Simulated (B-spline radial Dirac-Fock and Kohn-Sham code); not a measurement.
Level of theory: Dirac-Fock energy differences between relaxed states, corrected for Breit and QED terms; a B-spline atomic structure program. Free neutral atoms.

Q: Order these X-ray lines by photon energy, lowest first.
A. Ga Lℓ
B. Ne Kα2
C. Pb Mζ2
D. Tm Mζ1
E. Rb Lα2
F. Nd Mζ1

A: F (742.2 eV), B (849.5 eV), A (954.0 eV), D (1129.5 eV), E (1694.3 eV), C (1816.8 eV).

Values without a named source are computed, but for edge energies of neutral atoms, which are taken from tables.
